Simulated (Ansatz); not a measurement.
Reaction (substitution at a C–S bond): `CS[CH2][SnH3]` + HCl → `Cl[CH2][SnH3]` + CH₃SH

Gas-phase electronic energies from Ansatz, PBE0-D4/def2-TZVP geometries. CCSD(T)/CBS is the MP2 limit (def2-TZVPP, def2-QZVPP) plus CCSD(T) − MP2 in def2-TZVPP, frozen cores. This one scheme is used for every species. Functionals use def2-TZVPP. Elements past krypton have def2 core potentials. For Sn outer-core shells are correlated without core-valence functions, which leaves a few kJ/mol of doubt a bond. One conformer a species, not always the lowest.

`CS[CH2][SnH3]`:

Z-matrix (Å, degrees):
```
C
S 1 1.798
H 1 1.091 2 107.1
H 1 1.092 2 111.1 3 -118.7
H 1 1.092 2 111.0 3 118.8
C 2 1.788 1 100.9 3 179.6
Sn 6 2.156 2 109.9 1 179.9
H 6 1.093 2 111.1 1 60.6
H 6 1.093 2 111.1 1 -60.8
H 7 1.705 6 109.7 2 -60.6
H 7 1.709 6 107.8 2 -180.0
H 7 1.705 6 109.7 2 60.6
```

HCl:

Cartesian coordinates in Å:
```
Cl 0.124 0.542 -0.316
H -0.124 -0.542 0.316
```

`Cl[CH2][SnH3]`:

Cartesian coordinates in Å:
```
Cl -1.885 0.215 1.384
C -0.481 -0.672 0.740
Sn 0.564 0.520 -0.724
H -0.849 -1.597 0.299
H 0.168 -0.916 1.579
H -0.513 0.876 -1.994
H 1.897 -0.375 -1.313
H 1.101 1.949 0.030
```

CH₃SH:

Z-matrix (Å, degrees):
```
C
S 1 1.806
H 1 1.089 2 111.5
H 1 1.089 2 111.5 3 -123.8
H 1 1.090 2 106.2 3 118.1
H 2 1.342 1 97.1 3 61.9
```

| level | ΔE (kJ/mol) |
| --- | --- |
| r2SCAN-D4 | 29.6 |
| ωB97M-V | 28.6 |
| CCSD(T)/def2-TZVPP | 32.0 |
| CCSD/CBS(def2) | 30.8 |

Question: What does CCSD(T)/CBS give? (Estimate.)

Answer: The calculation gave: +32.5 kJ/mol. The listed levels differ from it by -2.9, -3.9, -0.5, -1.7 kJ/mol.

Largest T1 diagnostic among the species: 0.012.

The D4 term adds +6.1 kJ/mol with B3LYP and +3.6 kJ/mol with PBE0; it sums over pairs of atoms, weighted by their polarisabilities, and B3LYP, whose exchange is more repulsive, gets the larger term. In def2-TZVPP, CCSD(T) changes the Hartree–Fock value by +13.0 kJ/mol (the triples alone add +1.7 kJ/mol) and MP2 by +18.3 kJ/mol.

B3LYP here is the variant with VWN-RPA as its local correlation; programs differ in this.
